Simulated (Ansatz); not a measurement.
A trace of molecular dynamics of a periodic cell of 17 atoms, CuSi$_{16}$ (host Si, host structure diamond, interstitial Cu), cell charge +1.

Method: DFT PBE, scalar-relativistic, plane waves, PAW in Ansatz. Settings: PAW set soft_1, cutoff 420 eV, k mesh 2x2x2, fermi-dirac smearing 0.02 eV, no spin polarisation.

* ensemble: NVE (velocity Verlet)
* starting velocities drawn for: 2400 K
* seed: 836184

| time (fs) | T (K) | potential energy less start (eV) | conserved less start (meV/atom) |
| --- | --- | --- | --- |
| 0.0 | 2400 | 0.000 | 0.00 |
| 10.0 | 1676 | 1.509 | 0.76 |
| 20.0 | 1191 | 2.516 | 0.96 |
| 30.0 | 1576 | 1.712 | 0.49 |
| 40.0 | 1609 | 1.645 | 0.50 |
| 50.0 | 1167 | 2.562 | 0.68 |
| 60.0 | 750 | 3.426 | 0.84 |
| 70.0 | 813 | 3.293 | 0.67 |
| 80.0 | 908 | 3.095 | 0.55 |
| 90.0 | 658 | 3.617 | 0.78 |
| 100.0 | 575 | 3.788 | 0.76 |
| 110.0 | 665 | 3.600 | 0.68 |
| 120.0 | 725 | 3.476 | 0.71 |
| 130.0 | 824 | 3.271 | 0.63 |
| 140.0 | 832 | 3.255 | 0.67 |
| 150.0 | 926 | 3.060 | 0.75 |
| 160.0 | 1240 | 2.409 | 0.54 |
| 170.0 | 1274 | 2.339 | 0.57 |
| 180.0 | 1112 | 2.677 | 0.78 |
| 190.0 | 1296 | 2.295 | 0.70 |
| 200.0 | 1684 | 1.490 | 0.48 |
| 210.0 | 1595 | 1.674 | 0.51 |
| 220.0 | 1180 | 2.539 | 0.88 |
| 230.0 | 1283 | 2.322 | 0.66 |
| 240.0 | 1475 | 1.925 | 0.65 |
| 250.0 | 1518 | 1.834 | 0.54 |
| 260.0 | 1224 | 2.443 | 0.70 |
| 270.0 | 1098 | 2.706 | 0.80 |
| 280.0 | 1328 | 2.224 | 0.49 |

Can this run be trusted? Judge the integration.

The conserved energy stayed within 1.1 meV per atom of its start (net change 0.49 meV per atom), so the integration is sound. Over the second half the temperature averaged 0.53 of the 2400 K drawn at the start: a run that starts near a minimum puts about half its kinetic energy into the potential. A run of 0.28 ps of so small a system gives no equilibrium averages. Limits of this set-up: coarse k mesh, charged cell in a uniform background, uncorrected. The time step was 2 fs.

The run took 11 min on 1 thread of Arm Neoverse V2 (shared host), peak memory 0.66 GiB.
